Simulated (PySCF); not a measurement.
Energies from PySCF, thermal terms from the rigid-rotor harmonic-oscillator model, ideal gas at 1 bar. The comparison is the NASA 1993 polynomial table, which mixes measured and estimated data. 6-31G* has spherical d functions here. Open shells (unrestricted): MgH (multiplicity 2). B3LYP is the form with VWN-RPA correlation. The harmonic model lacks anharmonicity and excited electronic states, which grow with temperature; levels with a mode under 35 cm⁻¹ are left out. The table's entry may be an old estimate for MgH (not checked at source).

Harmonic frequencies at B3LYP/6-31G* (cm⁻¹): 1442. Point group C∞v; S°(298 K) = 193.3 J/mol/K at this level.

Task: Work out Cp and S° of gaseous MgH at 500, 800, 1200, 1600, 2000 K from these, and set them beside the table.

Result: 
```
T (K)  Cp B3LYP/6-31G*  Cp table  S° B3LYP/6-31G*  S° table
-----  ---------------  --------  ---------------  --------
500               31.4      31.7            208.9     209.0
800               34.0      34.5            224.3     224.5
1200              35.6      36.5            238.4     238.9
1600              36.3      37.6            248.8     249.6
2000              36.7      38.4            257.0     258.1
```
Units J/mol/K.
